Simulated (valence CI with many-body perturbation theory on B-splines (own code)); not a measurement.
## Energy levels of Sb2+

Computed by configuration interaction combined with many-body perturbation theory (CI+MBPT): three valence electrons over a frozen Dirac-Fock core [Kr] 4d10, a basis of 11 s, 11 p, 9 d, 7 f, 5 g, 2 h, 1 i functions for each j, with the one-electron correlation potential Σ1, the two-electron term Σ2, the three-electron term Σ3, Breit, model QED; selected CI, second order for the rest, scaled by the run's own slope (own B-spline code, finite nucleus).

Set against measurement, 16 paired levels are off by 201 cm⁻¹ on average, the worst by 603. These come from a selection out of Moore, Atomic Energy Levels, vol. III, NSRDS-NBS 35 (1971 reprint of NBS Circular 467, 1958), an old analysis. Levels without a partner in it may be off by more. 1 measured level below the end of the list, from 163388 cm⁻¹ on, found no clear computed partner, and computed levels of the same name lie up to 1446 cm⁻¹ from them.

Levels 1 to 45 of 47, with energies above the lowest level, 5s²5p ²P°_1/2. "Leading %" is the weight of the configuration and term that name the level; weights of strongly mixed levels are sums over their largest components and can fall short. In the jj column 3d3/2^4 stands for four electrons in 3d with j = 3/2. Lifetimes count E1, E2, E3, M1 and M2 decay at the calculated energies, and are blank where another channel may lead or the interval is too uncertain; long ones can be off by a factor of two.

| No. | Configuration | Term | J | E (cm⁻¹) | Leading % | g | Lifetime | Leading jj |
| --- | --- | --- | --- | --- | --- | --- | --- | --- |
| 1 | 5s²5p | ²P° | 1/2 | 0.0 | 97 | 0.666 |  | 5s^2 5p1/2 (97 %) |
| 2 | 5s²5p | ²P° | 3/2 | 6579 | 97 | 1.334 | 388 ms | 5s^2 5p3/2 (97 %) |
| 3 | 5s5p² | ⁴P | 1/2 | 57658 | 97 | 2.654 | 119 ns | 5s 5p1/2^2 (57 %) |
| 4 | 5s5p² | ⁴P | 3/2 | 60645 | 98 | 1.730 | 785 ns | 5s 5p1/2 5p3/2 (91 %) |
| 5 | 5s5p² | ⁴P | 5/2 | 64063 | 94 | 1.581 | 220 ns | 5s 5p1/2 5p3/2 (53 %) |
| 6 | 5s5p² | ²D | 3/2 | 76317 | 77 | 0.810 | 9.43 ns | 5s 5p1/2 5p3/2 (58 %) |
| 7 | 5s5p² | ²D | 5/2 | 77592 | 73 | 1.220 | 29.0 ns | 5s 5p3/2^2 (45 %) |
| 8 | 5s5p² | ²S | 1/2 | 93068 | 47 | 1.478 | 470 ps | 5s 5p1/2^2 (37 %) |
| 9 | 5s²6s | ²S | 1/2 | 93691 | 84 | 1.874 | 291 ps | 5s^2 6s (84 %) |
| 10 | 5s²5d | ²D | 3/2 | 99100 | 60 | 0.939 | 187 ps | 5s^2 5d3/2 (60 %) |
| 11 | 5s5p² | ²P | 1/2 | 100047 | 48 | 1.335 | 258 ps | 5s 5p3/2^2 (67 %) |
| 12 | 5s²5d | ²D | 5/2 | 100652 | 76 | 1.201 | 209 ps | 5s^2 5d5/2 (76 %) |
| 13 | 5s5p² | ²P | 3/2 | 102247 | 69 | 1.189 | 190 ps | 5s 5p3/2^2 (65 %) |
| 14 | 5s²6p | ²P° | 1/2 | 114874 | 95 | 0.666 | 3.92 ns | 5s^2 6p1/2 (95 %) |
| 15 | 5s²6p | ²P° | 3/2 | 116521 | 95 | 1.334 | 3.39 ns | 5s^2 6p3/2 (95 %) |
| 16 | 4f5s² | ²F° | 7/2 | 136333 | 92 | 1.143 | 1.25 ns | 4f7/2 5s^2 (92 %) |
| 17 | 4f5s² | ²F° | 5/2 | 136388 | 92 | 0.857 | 1.25 ns | 4f5/2 5s^2 (92 %) |
| 18 | 5s²7s | ²S | 1/2 | 142523 | 96 | 2.002 | 755 ps | 5s^2 7s (96 %) |
| 19 | 5s²6d | ²D | 3/2 | 144760 | 95 | 0.800 | 845 ps | 5s^2 6d3/2 (95 %) |
| 20 | 5s²6d | ²D | 5/2 | 144997 | 95 | 1.200 | 946 ps | 5s^2 6d5/2 (95 %) |
| 21 | 5p³ | ²D° | 3/2 | 145393 | 43 | 0.851 | 6.40 ns | 5p1/2^2 5p3/2 (30 %) |
| 22 | 5s5p5d | ²D° | 5/2 | 147186 | 47 | 1.197 | 14.1 ns | 5p1/2 5p3/2^2 (47 %) |
| 23 | 5s²7p | ²P° | 1/2 | 151260 | 92 | 0.672 | 6.39 ns | 5s^2 7p1/2 (92 %) |
| 24 | 5p³ | ⁴S° | 3/2 | 151579 | 53 | 1.434 | 386 ps | 5p1/2 5p3/2^2 (32 %) |
| 25 | 5s²7p | ²P° | 3/2 | 152032 | 71 | 1.141 | 4.36 ns | 5s^2 7p3/2 (71 %) |
| 26 | 5s5p5d | ⁴F° | 3/2 | 152117 | 46 | 1.105 | 550 ps | 5s 5p1/2 5d3/2 (34 %) |
| 27 | 5s5p5d | ⁴F° | 5/2 | 153172 | 90 | 1.046 | 3.70 ns | 5s 5p1/2 5d5/2 (39 %) |
| 28 | 5s5p5d | ⁴F° | 7/2 | 155153 | 89 | 1.248 | 3.02 ns | 5s 5p1/2 5d5/2 (52 %) |
| 29 | 5s5p6s | ⁴P° | 1/2 | 156642 | 91 | 2.575 | 403 ps | 5s 5p1/2 6s (91 %) |
| 30 | 5s5p6s | ⁴P° | 3/2 | 158597 | 82 | 1.689 | 311 ps | 5s 5p1/2 6s (65 %) |
| 31 | 5s5p5d | ⁴F° | 9/2 | 158617 | 96 | 1.334 |  | 5s 5p3/2 5d5/2 (96 %) |
| 32 | 5s5p5d | ⁴P° | 5/2 | 159996 | 49 | 1.482 | 207 ps | 5s 5p1/2 5d5/2 (72 %) |
| 33 | 5s5p5d | ⁴D° | 1/2 | 160050 | 62 | 0.342 | 246 ps | 5s 5p1/2 5d3/2 (54 %) |
| 34 | 5s5p5d | ⁴D° | 3/2 | 160163 | 60 | 1.328 | 248 ps | 5s 5p1/2 5d3/2 (51 %) |
| 35 | 5s²5f | ²F° | 7/2 | 160648 | 90 | 1.145 | 2.84 ns | 5s^2 5f7/2 (90 %) |
| 36 | 5s²5f | ²F° | 5/2 | 160696 | 91 | 0.860 | 2.86 ns | 5s^2 5f5/2 (91 %) |
| 37 | 5s5p6s | ²P° | 1/2 | 161312 | 37 | 0.556 | 492 ps | 5s 5p1/2 6s (32 %) |
| 38 | 5s5p5d | ²P° | 3/2 | 163168 | 30 | 1.334 | 807 ps | 5p3/2^3 (26 %) |
| 39 | 5s²5g | ²G | 9/2 | 163780 | 96 | 1.111 | 2.81 ns | 5s^2 5g9/2 (96 %) |
| 40 | 5s²5g | ²G | 7/2 | 163781 | 96 | 0.889 | 2.81 ns | 5s^2 5g7/2 (96 %) |
| 41 | 5s5p6s | ⁴P° | 5/2 | 163849 | 77 | 1.553 | 311 ps | 5s 5p3/2 6s (77 %) |
| 42 | 5s5p5d | ⁴D° | 7/2 | 164187 | 89 | 1.414 | 188 ps | 5s 5p3/2 5d5/2 (63 %) |
| 43 | 5s²8s | ²S | 1/2 | 164834 | 96 | 2.002 | 1.31 ns | 5s^2 8s (96 %) |
| 44 | 5p³ | ²P° | 1/2 | 165263 | 38 | 0.676 | 307 ps | 5p1/2 5p3/2^2 (38 %) |
| 45 | 5s5p5d | ⁴P° | 5/2 | 165578 | 41 | 1.495 | 357 ps | 5s 5p3/2 5d3/2 (44 %) |

Names give the largest LS component (configuration and term), which can be under half, so a name can repeat, a term be missing and a line seem to break the LS rules; names also repeat where a configuration has a term twice.

Where two levels of one J and parity lie close, their mixing, g and order are uncertain.

The ionisation energy to 5s² ¹S0 of the next ion comes out as 25.322 eV (NIST: 25.3235 eV (measured)). All 47 levels together are meant to be complete up to 166015 cm⁻¹.
